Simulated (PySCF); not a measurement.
# Computed records: B₂GeH₆N, CH₅B₂Ge

Computed with PySCF 2.14.0. Calculation on a computer-drawn molecule: the log of a Hartree-Fock and frozen-core CCSD(T) single point meant for a local Hartree-Fock minimum, with one planted fault or none, to be diagnosed. Offsets are logged minus clean, where the clean run is the same molecule without the fault. The reference is restricted for singlets and unrestricted otherwise, and also for a bond in bohr or an excited solution. Adding or removing an electron swaps singlet and doublet. The excited solution moves the top pair (singlet) or top alpha electron (doublet) to the lowest empty orbital. Highest occupied and lowest empty are orbital energies over both spins, largest force is the largest gradient component, triples share is (T) over the correlation energy, the T1 limit is 0.02 restricted and 0.045 unrestricted, electrons count all cores, a negative frequency is imaginary (commonest isotopes), and the dipole is about the centre of nuclear charge; on germanium a core potential holds 10 electrons, which the energies leave out, and 3d is frozen in MP2 and coupled-cluster steps.

Common to all runs: meant charge 0; meant multiplicity 2; meant basis cc-pVDZ; meant basis and core potential on germanium cc-pVDZ-PP ECP10MDF; logged SCF converged yes; logged CC converged yes; logged SCF stable within its kind yes; possible faults no fault, one electron removed, one electron added, multiplicity raised by two, geometry at a saddle point, SCF held on an excited solution, minimal basis STO-3G, one bond length entered in bohr, all coordinates scaled.

(1) 
```xyz
10
formula=B2GeH6N logged_electrons=54 logged_basis_functions=95 logged_spin_squared=0 logged_highest_occupied=-15.34 logged_lowest_empty=-5.9901 logged_largest_force=0.042894 logged_T1_diagnostic=0.023297 logged_D1_diagnostic=0.071662 logged_triples_share=0.030727 logged_dipole_magnitude=5.4756 logged_energy_HF=-400.37527 logged_energy_CCSD(T)=-400.85223 planted_fault=one_electron_removed HF_energy_offset_from_clean_run=168.2 CCSD(T)_energy_offset_from_clean_run=170.5
B     -1.0130    -3.2865     0.7457
Ge    -0.6166    -1.3724     1.4331
B     -0.0695    -0.1285    -0.1650
N      1.1999     0.4226    -0.2345
H     -1.9907    -3.7997     0.2829
H     -1.8541    -0.7972     2.1528
H      0.5117    -1.4296     2.4836
H     -0.8502     0.1223    -1.0440
H      1.9093     0.2696     0.4521
H      1.4892     1.0220    -0.9808
```

Units: logged_highest_occupied, logged_lowest_empty in eV; logged_largest_force in hartree/bohr; logged_dipole_magnitude in debye; logged_energy_HF, logged_energy_CCSD(T) in hartree; HF_energy_offset_from_clean_run, CCSD(T)_energy_offset_from_clean_run in kcal/mol.

Drawn bonds:
| atom | other atom | order |
| --- | --- | --- |
| 1 | 2 | 1 |
| 2 | 3 | 1 |
| 3 | 4 | 1 |
| 1 | 5 | 1 |
| 2 | 6 | 1 |
| 2 | 7 | 1 |
| 3 | 8 | 1 |
| 4 | 9 | 1 |
| 4 | 10 | 1 |

Notes: T1 above single-reference limit.

(2) 
```xyz
9
formula=CH5B2Ge logged_electrons=54 logged_basis_functions=90 logged_spin_squared=0 logged_highest_occupied=-0.070928 logged_lowest_empty=6.2745 logged_largest_force=0.041401 logged_T1_diagnostic=0.047225 logged_D1_diagnostic=0.20272 logged_triples_share=0.043162 logged_dipole_magnitude=7.0813 logged_energy_HF=-383.33149 logged_energy_CCSD(T)=-383.80949 planted_fault=one_electron_added HF_energy_offset_from_clean_run=30.07 CCSD(T)_energy_offset_from_clean_run=-1.126
B     -1.3444    -0.0323     0.2808
Ge     0.6175    -0.4675    -0.2390
C      1.0022    -0.0660    -2.1122
B      1.4465    -1.0900    -2.9162
H     -2.0928     0.8394    -0.0544
H      0.9384    -1.9484     0.0113
H      1.5255     0.3664     0.6848
H      0.8295     0.9519    -2.4428
H      1.8243    -2.0056    -3.5509
```

Units: logged_highest_occupied, logged_lowest_empty in eV; logged_largest_force in hartree/bohr; logged_dipole_magnitude in debye; logged_energy_HF, logged_energy_CCSD(T) in hartree; HF_energy_offset_from_clean_run, CCSD(T)_energy_offset_from_clean_run in kcal/mol.

Drawn bonds:
| atom | other atom | order |
| --- | --- | --- |
| 1 | 2 | 1 |
| 2 | 3 | 1 |
| 3 | 4 | 2 |
| 1 | 5 | 1 |
| 2 | 6 | 1 |
| 2 | 7 | 1 |
| 3 | 8 | 1 |
| 4 | 9 | 1 |

Notes: T1 above single-reference limit.

(3) 
```xyz
10
formula=B2GeH6N logged_electrons=56 logged_basis_functions=95 logged_spin_squared=0 logged_highest_occupied=-0.29929 logged_lowest_empty=7.2483 logged_largest_force=0.044702 logged_T1_diagnostic=0.018252 logged_D1_diagnostic=0.054663 logged_triples_share=0.031181 logged_dipole_magnitude=5.4025 logged_energy_HF=-400.60816 logged_energy_CCSD(T)=-401.1273 planted_fault=one_electron_added HF_energy_offset_from_clean_run=22.98 CCSD(T)_energy_offset_from_clean_run=-2.991
B      0.2150     2.3663    -1.5736
Ge    -1.1834     0.9059    -1.1306
N     -0.8139     0.1643     0.5359
B     -1.7290    -0.2546     1.5055
H      0.2467     3.2665    -2.3582
H     -1.0740    -0.1824    -2.2117
H     -2.6241     1.4125    -1.0619
H      0.1593     0.0438     0.7474
H     -2.9103    -0.1319     1.3073
H     -1.3336    -0.7329     2.5378
```

Units: logged_highest_occupied, logged_lowest_empty in eV; logged_largest_force in hartree/bohr; logged_dipole_magnitude in debye; logged_energy_HF, logged_energy_CCSD(T) in hartree; HF_energy_offset_from_clean_run, CCSD(T)_energy_offset_from_clean_run in kcal/mol.

Drawn bonds:
| atom | other atom | order |
| --- | --- | --- |
| 1 | 2 | 1 |
| 2 | 3 | 1 |
| 3 | 4 | 1 |
| 1 | 5 | 1 |
| 2 | 6 | 1 |
| 2 | 7 | 1 |
| 3 | 8 | 1 |
| 4 | 9 | 1 |
| 4 | 10 | 1 |

(4) 
```xyz
10
formula=B2GeH6N logged_electrons=55 logged_basis_functions=95 logged_spin_squared=1.3627 logged_highest_occupied=-8.8351 logged_lowest_empty=0.73863 logged_largest_force=0.024097 logged_T1_diagnostic=0.060437 logged_D1_diagnostic=0.2736 logged_triples_share=0.03323 logged_dipole_magnitude=3.2071 logged_energy_HF=-400.52443 logged_energy_CCSD(T)=-401.00452
B      0.2150     2.3663    -1.5736
Ge    -1.1834     0.9059    -1.1306
N     -0.8139     0.1643     0.5359
B     -1.7290    -0.2546     1.5055
H      0.2467     3.2665    -2.3582
H     -1.0740    -0.1824    -2.2117
H     -2.6241     1.4125    -1.0619
H      0.1593     0.0438     0.7474
H     -2.9103    -0.1319     1.3073
H     -0.9818    -1.1585     3.4563
```

Units: logged_highest_occupied, logged_lowest_empty in eV; logged_largest_force in hartree/bohr; logged_dipole_magnitude in debye; logged_energy_HF, logged_energy_CCSD(T) in hartree.

Drawn bonds:
| atom | other atom | order |
| --- | --- | --- |
| 1 | 2 | 1 |
| 2 | 3 | 1 |
| 3 | 4 | 1 |
| 1 | 5 | 1 |
| 2 | 6 | 1 |
| 2 | 7 | 1 |
| 3 | 8 | 1 |
| 4 | 9 | 1 |
| 4 | 10 | 1 |

Notes: T1 above single-reference limit.

Q: Which fault was planted in the run of B₂GeH₆N (entry 4)?
A: one bond length entered in bohr, row 9 of the drawn bonds

Further results for B₂GeH₆N (entry 4):

| Property | Result |
| --- | --- |
| HF energy offset from clean run | 75.52 kcal/mol |
| CCSD(T) energy offset from clean run | 74.05 kcal/mol |
